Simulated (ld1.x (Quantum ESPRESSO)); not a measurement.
## Transferability test, TM potential for O (Z = 8)

```json
{"Element": "O (Z = 8)", "Generator": "ld1.x (Quantum ESPRESSO) 7.5", "Type": "norm-conserving Troullier–Martins (Kleinman–Bylander form)", "Functional": "LDA (PZ)", "Relativity": "scalar-relativistic", "Frozen core": "[He]", "Valence charge": "6", "Reference configuration": "2s2 2p3.5 (charge +0.5)", "Partial waves": "2s (bound): rc 0.75 bohr; 2p (bound): rc 0.95 bohr", "Local potential": "all-electron potential smoothed inside 0.80 bohr (lloc = -2)", "Core correction": "none"}
```

Energies are relative to the spin-unpolarised reference configuration 2s2 2p3.5; without spin polarisation the order of configurations can differ from experiment. Spin-polarised rows fill each open shell by Hund’s rule, majority spin first. The frozen-core shift is the all-electron ΔE with the core orbitals held at their reference shape minus the fully relaxed ΔE.

```csv
valence configuration,charge,ΔE all-electron (eV),error AE − PS (meV),frozen-core shift (meV)
2s2 2p3,+1,10.218,+0.7,0.0
2s2 2p2,+2,43.926,+27,+1.1
2s1 2p4,+1,25.056,+10,+0.7
2s1 2p5,0,8.218,+17,+0.5
2s0 2p6,0,22.862,+59,+1.9
2s2 2p4.3,-0.3,-8.540,+1.3,0.0
2s2 2p3.5 (spin-polarised),+0.5,-2.467,+254,+2.7
2s2 2p4 (spin-polarised),0,-7.775,+139,+1.5
```

(1) What are ΔE and the potential's error for 2s2 2p4?

Levels in the configuration 2s2 2p3.5 (spin-polarised):

```
  level  all-electron (eV)  pseudo (eV)
  2s up            -32.591      -32.697
  2p up            -17.861      -17.981
2s down            -28.550      -28.293
2p down            -13.879      -13.584
```

Results:

(1) ΔE = -6.366 eV all-electron; the error (AE − PS) is +0.8 meV.
